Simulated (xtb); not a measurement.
HO3S, SMILES O=[SH](=O)[O-], charge -1. All values are semi-empirical tight-binding results from xtb (GFN2-xTB unless named), good for trends rather than for accurate numbers. Geometry: GFN2-xTB.

Optimised geometry:

```xyz
5

S      0.0000     0.0000     0.1552
O     -1.2296     0.7099    -0.1703
O      1.2296     0.7099    -0.1703
O      0.0000    -1.4198    -0.1703
H      0.0000     0.0000     1.6028
```
Charge -1, spin multiplicity 1.

Computed properties:
```
Property                                          Result
----------------------------------------  --------------
point group as xtb finds it                          C3v
orbital gap                                      8.61 eV
zero-point energy                          12.5 kcal/mol
G − E(el) at 298.15 K (modified RRHO)      -3.5 kcal/mol
static polarisability (D4 model)              42.5 bohr³
solvation energy, GFN2-xTB/ALPB(water)    -69.3 kcal/mol
solvation energy, GFN2-xTB/ALPB(toluene)  -52.2 kcal/mol
```

Computed atomic charges and the Wiberg bond orders between heavy atoms:
charges (e) S1 1.09, O2 -0.65, O3 -0.65, O4 -0.65, H5 -0.14. Bond orders S1–O2 1.50, S1–O3 1.50, S1–O4 1.50.
